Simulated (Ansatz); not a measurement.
Species: Si2H4F2, charge 0, singlet. Si2H4F2 (SMILES F[SiH2][SiH2]F).
B3LYP-D3(BJ)/def2-TZVP minimum from Ansatz (an electronic-structure program):
```
Si
F 1 1.6113
H 1 1.4804 2 107.99
H 1 1.4826 3 109.39 2 -117.24
Si 1 2.3528 3 111.82 4 -121.48
F 5 1.6113 1 110.10 3 -50.89
H 5 1.4804 6 107.99 1 122.34
H 5 1.4826 7 109.39 6 -117.24
```

Atomisation energy term by term, kcal/mol (programs: Ansatz). UHF or UKS for unpaired electrons; spin-orbit terms are left out. Cores are frozen in correlated methods. Rows without X2C or -DK are non-relativistic. CBS(X,Y): correlation extrapolated as X^-3, Hartree-Fock from the larger set. A bracket is a step between two methods taken in the basis named. 'core' is core correlation in cc-pwCVTZ (1s frozen past Ne), 'X2C' scalar relativity in cc-pVTZ-DK, both at CCSD(T). Where a partner has so few electrons that a lower coupled-cluster level is exact, that level stands in.

```
term                                       basis  kcal/mol
------------------  ----------------------------  --------
Hartree-Fock                         cc-pV(Q+d)Z    492.73
CCSD correlation    CBS(cc-pV(T+d)Z,cc-pV(Q+d)Z)    147.71
(T)                 CBS(cc-pV(T+d)Z,cc-pV(Q+d)Z)      7.83
CCSDT(Q) - CCSD(T)                   cc-pV(D+d)Z      0.58
core correlation                       cc-pwCVTZ     -0.23
scalar relativity                X2C, cc-pVTZ-DK     -1.81
sum: De                                              646.8
```
